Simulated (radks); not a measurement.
The numbers below are computed, except where a source is named.
All-electron atom: Cs II in [Xe]. Level of theory: Dirac Kohn-Sham, LDA (Slater exchange, Perdew-Wang correlation), spin-unpolarised, spherical densities, point nucleus (a radial shooting solver on a logarithmic mesh with Libxc functionals).

Normalised radial functions P(r) = r R(r) (large component), r in bohr:

r,4p3/2
0.003753,0.0122
0.005735,0.0265
0.008763,0.0559
0.0135,0.1141
0.02063,0.2138
0.03152,0.3572
0.04816,0.4912
0.07359,0.4570
0.1125,0.0562
0.1718,-0.5801
0.2647,-0.6593
0.4045,0.3525
0.618,1.3010
0.9444,0.9932
1.443,0.2875
2.205,0.0278
3.37,0.0006
5.19,0.0000

4p3/2: eigenvalue -161.43 eV, 2 radial nodes at r = 0.117, 0.360 bohr, <r> = 0.749 bohr, 90 % of the charge inside 1.09 bohr.
